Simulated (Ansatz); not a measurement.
Basis-set extrapolation for CH₄AlFOSi (`F[CH]1[O][Al]1[SiH3]`) (PBE0-D4/def2-TZVP geometry, frozen core, the Gaussian-basis code of Ansatz). Multiplicity 1, RHF reference.

```json
{"": "HF", "def2-TZVPP": "-745.419644", "def2-QZVPP": "-745.445550"}
{"": "MP2 correlation", "def2-TZVPP": "-0.843510", "def2-QZVPP": "-0.912073"}
{"": "CCSD(T) correlation", "def2-TZVPP": "-0.911913", "def2-QZVPP": "not run"}
```

Energies in hartree. Use E(X) = E(∞) + A·exp(−7.88·√X) for Hartree–Fock and E(X) = E(∞) + B·X^(−2.97) for correlation, with X = 3 and 4, and add CCSD(T) minus MP2 of the smaller set to the MP2 limit.

Question: What is the CCSD(T) energy at the basis-set limit?

Answer: HF limit: -745.445550 + (-0.025906) × 0.13774 = -745.44912. MP2 limit: -0.912073 + (-0.068563) × 0.74074 = -0.96286. Higher-order term: -0.911913 − (-0.843510) = -0.06840. Total: -746.48038 hartree, 93.4 kcal/mol below CCSD(T)/def2-TZVPP.
